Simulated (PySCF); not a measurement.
Correlation energy of P²⁺ (phosphorus, charge +2)

[Ne] 3s2 3p1, 2P determinant. Calculation: PySCF 2.14, in pcseg-2 (5s4p2d1f, 34 functions); no relativity, point nucleus. Frozen: [Ne]; 3 electrons correlated.

MP2 pair energies summed by pair of shells (mhartree):

```csv
pair,energy,share (%)
3s-3s,-24.56,55.1
3s-3p,-20.03,44.9
```

Total MP2 correlation energy: -44.58 mhartree.

Same-spin part -2.74 and opposite-spin part -41.85 mhartree; SCS-MP2 scales them by 1/3 and 6/5 to -51.13 mhartree.

| level | correlation energy (mhartree) |
| --- | --- |
| CCSD | -63.15 |
| (T) | -0.96 |
| CCSD(T) | -64.11 |

Diagnostics: T1 = 0.011, D1 = 0.0245, largest double amplitude 0.109.

Q: Is a single reference adequate?

A: Mostly. T1 lies below 0.03, but a double amplitude of this size points to a near-degeneracy that CCSD handles and MP2 describes poorly.
